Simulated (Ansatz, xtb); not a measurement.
## Two structures of AlClH4OSi2

Structure X: `[Cl][Al]1[SiH2]O[SiH2]1`, a singlet. Structure Y: a singlet given by its coordinates. Both are isolated molecules in the gas phase, relaxed with B3LYP/6-31G*.

X (Å):

```xyz
9

Al   -0.7976    0.1749   -1.2351
Cl   -2.3913    1.3997   -1.9189
O     1.3318   -1.4617   -0.3212
Si    1.2194    0.1491    0.1951
Si    0.1722   -2.0948   -1.3835
H     1.1118    0.2134    1.6810
H     2.4462    0.9054   -0.1874
H     0.8215   -2.5760   -2.6367
H    -0.5127   -3.2677   -0.7680
```

Y (Å):

```yaml
atoms:
  - { symbol: Al, position_ang: [0.6772, -0.7143, -1.3251] }
  - { symbol: Cl, position_ang: [-0.7616, -0.7022, -2.9175] }
  - { symbol: O, position_ang: [0.7714, -2.4488, -0.6136] }
  - { symbol: Si, position_ang: [0.0497, -2.4131, 0.8125] }
  - { symbol: Si, position_ang: [-0.4942, -0.1136, 0.8895] }
  - { symbol: H, position_ang: [0.0788, -3.7473, 1.4950] }
  - { symbol: H, position_ang: [0.1449, 0.3900, 2.1459] }
  - { symbol: H, position_ang: [-1.9688, -0.0320, 1.1132] }
  - { symbol: H, position_ang: [2.1085, -0.0966, -1.5776] }
```

Close contacts (Å): Al1–Cl2 2.15, Al1–O3 1.88, Al1–Si5 2.58, O3–Si4 1.60, Si4–Si5 2.36, Al1–H9 1.58, Si4–H6 1.50, Si5–H7 1.50, Si5–H8 1.49.

Question: Estimate E(Y) − E(X) at the level CCSD(T)/def2-SVP + ΔMP2/def2-TZVPP.

Answer: Calculated at CCSD(T)/def2-SVP + ΔMP2/def2-TZVPP: E(Y) − E(X) = +9.2 kcal/mol, so structure X lies lower.

Level by level:

```json
{"level": "GFN2-xTB", "geometry": "GFN2-xTB", "E(Y) − E(X) (kcal/mol)": "−11.9", "departure from the last row (kcal/mol)": "−21.1", "job, with rough time for the two": "optimisation, 0.74 s"}
{"level": "HF/STO-3G", "geometry": "GFN2-xTB", "E(Y) − E(X) (kcal/mol)": "−19.1", "departure from the last row (kcal/mol)": "−28.3", "job, with rough time for the two": "single point, 0.46 s"}
{"level": "r2SCAN-D4/def2-SVP", "geometry": "GFN2-xTB", "E(Y) − E(X) (kcal/mol)": "+5.2", "departure from the last row (kcal/mol)": "−4.0", "job, with rough time for the two": "single point, 5.8 s"}
{"level": "B3LYP/6-31G*", "geometry": "B3LYP/6-31G*", "E(Y) − E(X) (kcal/mol)": "+7.5", "departure from the last row (kcal/mol)": "−1.6", "job, with rough time for the two": "optimisation, 65 s"}
{"level": "HF/def2-SVP", "geometry": "B3LYP/6-31G*", "E(Y) − E(X) (kcal/mol)": "+12.4", "departure from the last row (kcal/mol)": "+3.2", "job, with rough time for the two": "part of the CCSD(T) run"}
{"level": "MP2/def2-SVP", "geometry": "B3LYP/6-31G*", "E(Y) − E(X) (kcal/mol)": "+7.0", "departure from the last row (kcal/mol)": "−2.2", "job, with rough time for the two": "part of the CCSD(T) run"}
{"level": "CCSD(T)/def2-SVP", "geometry": "B3LYP/6-31G*", "E(Y) − E(X) (kcal/mol)": "+7.0", "departure from the last row (kcal/mol)": "−2.2", "job, with rough time for the two": "single point"}
{"level": "CCSD(T)/def2-SVP + ΔMP2/def2-TZVPP", "geometry": "B3LYP/6-31G*", "E(Y) − E(X) (kcal/mol)": "+9.2", "departure from the last row (kcal/mol)": "", "job, with rough time for the two": "single point, 32 s"}
```

GFN2-xTB, HF/STO-3G put the two in the other order. The largest departure from CCSD(T)/def2-SVP + ΔMP2/def2-TZVPP is that of HF/STO-3G, 28.3 kcal/mol. The last row adds to CCSD(T) the change of the MP2 difference between the two basis sets, here +2.2 kcal/mol.

With harmonic frequencies from B3LYP/6-31G* (ideal gas, rigid rotor, one conformer each, 298.15 K, 1 atm): the zero-point term adds −1.8 kcal/mol; ΔH is +7.6 and ΔG +7.0 kcal/mol.

The correlated steps freeze 21 core orbitals. Mirror images aren't counted in ΔG. Programs: Ansatz 0.2.0, xtb 6.7.1; the last row on 2 threads of Arm Neoverse V1 on a shared host.
